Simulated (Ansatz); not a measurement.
Ansatz (an electronic-structure program) input (B3LYP-D3(BJ)/def2-TZVP):

Ansatz 0.2 input:
```yaml
crystal:
  periodic: [false, false, false]
  atoms:
    - {symbol: Si, position_ang: [-0.59362054, -0.38978868, 0.13906678]}
    - {symbol: O, position_ang: [-1.38242956, -0.10565037, 1.43834126]}
    - {symbol: Cl, position_ang: [-0.37002785, 1.32411421, -1.21525879]}
    - {symbol: Cl, position_ang: [1.50944691, -0.95339394, 0.42386673]}
basis:
  gaussian:
    orbitals: def2-TZVP
hamiltonian:
  xc: b3lyp
  dispersion: d3bj
total_charge: -1
magnetization: {spin_polarized: true, initial_magnetization: 1}
phonons: {temperatures: {t_min: 298.15, t_max: 298.15, t_step: 100}}
```

Output:

```
Functional definition: B3LYP
integrals: 0.06 GiB planned
938 factors; their error is unknown
mean field: 0.78 GiB planned
mean field evaluation 1: about -34973.5827 eV, gradient 3.2e1 eV
mean field evaluation 2: about -34922.6751 eV, gradient 1.1e2 eV
mean field evaluation 4: about -34977.5485 eV, gradient 3.6e0 eV
mean field evaluation 8: about -34977.7042 eV, gradient 1.3e-1 eV
mean field evaluation 16: about -34977.7043 eV, gradient 7.7e-5 eV
mean field -34977.70430674 eV, -1285.4069245332 hartree, gradient 2.4e-5 eV, S^2 0.753296; 0 other end points of the search recorded, 0 dependent functions left out
the calculation of the forces begins
reference -34977.70452991 eV, -1285.4069327346 hartree; 29, 28 occupied and 113, 114 virtual orbitals, 938 factors
these checks for a lower state are left out or cut short: stability, starts, cluster_reference, orbital_swaps, neighbouring_geometries, increment
integrals: 0.06 GiB planned
938 factors; their error is unknown
mean field: 0.79 GiB planned
mean field -34977.70425374 eV, -1285.4069225855 hartree, gradient 1.7e-6 eV, S^2 0.753290; 0 other end points of the search recorded, 0 dependent functions left out
the calculation of the forces begins
reference -34977.70447696 eV, -1285.4069307885 hartree; 29, 28 occupied and 113, 114 virtual orbitals, 938 factors
these checks for a lower state are left out or cut short: stability, starts, cluster_reference, orbital_swaps, neighbouring_geometries, increment
integrals: 0.06 GiB planned
938 factors; their error is unknown
mean field: 0.79 GiB planned
mean field evaluation 32: about -34977.7043 eV, gradient 1.4e-6 eV
mean field -34977.70426891 eV, -1285.4069231428 hartree, gradient 1.4e-6 eV, S^2 0.753303; 0 other end points of the search recorded, 0 dependent functions left out
the calculation of the forces begins
reference -34977.70449203 eV, -1285.4069313425 hartree; 29, 28 occupied and 113, 114 virtual orbitals, 938 factors
these checks for a lower state are left out or cut short: stability, starts, cluster_reference, orbital_swaps, neighbouring_geometries, increment
integrals: 0.06 GiB planned
938 factors; their error is unknown
mean field: 0.79 GiB planned
mean field -34977.70421258 eV, -1285.4069210731 hartree, gradient 2.5e-6 eV, S^2 0.753314; 0 other end points of the search recorded, 0 dependent functions left out
the calculation of the forces begins
reference -34977.70443576 eV, -1285.4069292747 hartree; 29, 28 occupied and 113, 114 virtual orbitals, 938 factors
these checks for a lower state are left out or cut short: stability, starts, cluster_reference, orbital_swaps, neighbouring_geometries, increment
integrals: 0.06 GiB planned
938 factors; their error is unknown
mean field: 0.78 GiB planned
mean field -34977.70422147 eV, -1285.4069213995 hartree, gradient 2.5e-6 eV, S^2 0.753278; 0 other end points of the search recorded, 0 dependent functions left out
the calculation of the forces begins
reference -34977.70444463 eV, -1285.4069296006 hartree; 29, 28 occupied and 113, 114 virtual orbitals, 938 factors
these checks for a lower state are left out or cut short: stability, starts, cluster_reference, orbital_swaps, neighbouring_geometries, increment
integrals: 0.06 GiB planned
938 factors; their error is unknown
mean field: 0.78 GiB planned
mean field -34977.70425515 eV, -1285.4069226373 hartree, gradient 2.6e-6 eV, S^2 0.753295; 0 other end points of the search recorded, 0 dependent functions left out
the calculation of the forces begins
reference -34977.70447828 eV, -1285.4069308371 hartree; 29, 28 occupied and 113, 114 virtual orbitals, 938 factors
these checks for a lower state are left out or cut short: stability, starts, cluster_reference, orbital_swaps, neighbouring_geometries, increment
integrals: 0.06 GiB planned
938 factors; their error is unknown
mean field: 0.78 GiB planned
mean field -34977.70432464 eV, -1285.4069251908 hartree, gradient 2.5e-6 eV, S^2 0.753298; 0 other end points of the search recorded, 0 dependent functions left out
the calculation of the forces begins
reference -34977.70454785 eV, -1285.4069333937 hartree; 29, 28 occupied and 113, 114 virtual orbitals, 938 factors
these checks for a lower state are left out or cut short: stability, starts, cluster_reference, orbital_swaps, neighbouring_geometries, increment
integrals: 0.06 GiB planned
938 factors; their error is unknown
mean field: 0.78 GiB planned
mean field evaluation 64: about -34977.7042 eV, gradient 1.7e-6 eV
mean field -34977.70420671 eV, -1285.4069208572 hartree, gradient 1.7e-6 eV, S^2 0.753280; 0 other end points of the search recorded, 0 dependent functions left out
the calculation of the forces begins
reference -34977.70442985 eV, -1285.4069290574 hartree; 29, 28 occupied and 113, 114 virtual orbitals, 938 factors
these checks for a lower state are left out or cut short: stability, starts, cluster_reference, orbital_swaps, neighbouring_geometries, increment
integrals: 0.06 GiB planned
938 factors; their error is unknown
mean field: 0.79 GiB planned
mean field -34977.70426506 eV, -1285.4069230016 hartree, gradient 1.4e-6 eV, S^2 0.753313; 0 other end points of the search recorded, 0 dependent functions left out
the calculation of the forces begins
reference -34977.70448826 eV, -1285.4069312041 hartree; 29, 28 occupied and 113, 114 virtual orbitals, 938 factors
these checks for a lower state are left out or cut short: stability, starts, cluster_reference, orbital_swaps, neighbouring_geometries, increment
integrals: 0.06 GiB planned
938 factors; their error is unknown
mean field: 0.79 GiB planned
mean field -34977.70427681 eV, -1285.4069234333 hartree, gradient 2.7e-6 eV, S^2 0.753297; 0 other end points of the search recorded, 0 dependent functions left out
the calculation of the forces begins
reference -34977.70449996 eV, -1285.4069316340 hartree; 29, 28 occupied and 113, 114 virtual orbitals, 938 factors
these checks for a lower state are left out or cut short: stability, starts, cluster_reference, orbital_swaps, neighbouring_geometries, increment
integrals: 0.06 GiB planned
938 factors; their error is unknown
mean field: 0.79 GiB planned
mean field -34977.70432971 eV, -1285.4069253772 hartree, gradient 2.0e-6 eV, S^2 0.753295; 0 other end points of the search recorded, 0 dependent functions left out
the calculation of the forces begins
reference -34977.70455290 eV, -1285.4069335792 hartree; 29, 28 occupied and 113, 114 virtual orbitals, 938 factors
these checks for a lower state are left out or cut short: stability, starts, cluster_reference, orbital_swaps, neighbouring_geometries, increment
integrals: 0.06 GiB planned
938 factors; their error is unknown
mean field: 0.78 GiB planned
mean field -34977.70435508 eV, -1285.4069263096 hartree, gradient 2.8e-6 eV, S^2 0.753301; 0 other end points of the search recorded, 0 dependent functions left out
the calculation of the forces begins
reference -34977.70457827 eV, -1285.4069345117 hartree; 29, 28 occupied and 113, 114 virtual orbitals, 938 factors
these checks for a lower state are left out or cut short: stability, starts, cluster_reference, orbital_swaps, neighbouring_geometries, increment
integrals: 0.06 GiB planned
938 factors; their error is unknown
mean field: 0.78 GiB planned
mean field -34977.70422444 eV, -1285.4069215086 hartree, gradient 2.2e-6 eV, S^2 0.753291; 0 other end points of the search recorded, 0 dependent functions left out
the calculation of the forces begins
reference -34977.70444759 eV, -1285.4069297093 hartree; 29, 28 occupied and 113, 114 virtual orbitals, 938 factors
these checks for a lower state are left out or cut short: stability, starts, cluster_reference, orbital_swaps, neighbouring_geometries, increment
integrals: 0.06 GiB planned
938 factors; their error is unknown
mean field: 0.79 GiB planned
mean field evaluation 96: about -34977.6146 eV, gradient 8.8e-2 eV
mean field -34977.70423084 eV, -1285.4069217440 hartree, gradient 1.7e-6 eV, S^2 0.753296; 0 other end points of the search recorded, 0 dependent functions left out
the calculation of the forces begins
reference -34977.70445398 eV, -1285.4069299442 hartree; 29, 28 occupied and 113, 114 virtual orbitals, 938 factors
these checks for a lower state are left out or cut short: stability, starts, cluster_reference, orbital_swaps, neighbouring_geometries, increment
integrals: 0.06 GiB planned
938 factors; their error is unknown
mean field: 0.78 GiB planned
mean field -34977.70435979 eV, -1285.4069264829 hartree, gradient 2.8e-6 eV, S^2 0.753297; 0 other end points of the search recorded, 0 dependent functions left out
the calculation of the forces begins
reference -34977.70458300 eV, -1285.4069346854 hartree; 29, 28 occupied and 113, 114 virtual orbitals, 938 factors
Total energy: -34977.94409355 eV, -1285.4157365360 hartree
Atom 0 at    -0.593621    -0.389789     0.139067 Å, force    -0.001045     0.000193     0.001466 eV/Å
Atom 1 at    -1.382430    -0.105650     1.438341 Å, force     0.000756    -0.000310    -0.001299 eV/Å
Atom 2 at    -0.370028     1.324114    -1.215259 Å, force     0.000093     0.000121    -0.000129 eV/Å
Atom 3 at     1.509447    -0.953394     0.423867 Å, force     0.000196    -0.000004    -0.000039 eV/Å
Dipole moment:     0.348255    -0.045310    -0.462278 e Å
Vibrations: 151.83 217.13 269.14 399.16 408.19 1117.25 cm⁻¹, zero-point energy 0.158868 eV
```
